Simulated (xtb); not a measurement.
A geometry relaxed with GFN2-xTB run with xtb, charge 0, multiplicity 1:

```xyz
9

H      0.8489     1.3135    -0.9591
H      1.3423    -1.2658     0.6723
S      3.1923    -0.1476    -0.2756
C     -0.6960     0.2356    -0.0731
C      1.6219    -0.4031     0.0748
H     -2.3859     0.4041     1.1132
C      0.5681     0.4541    -0.3636
H     -2.5637    -0.5942    -0.4114
C     -1.9278     0.0034     0.2226
```

Write the SMILES of this molecule.

`C=C=CC=S`
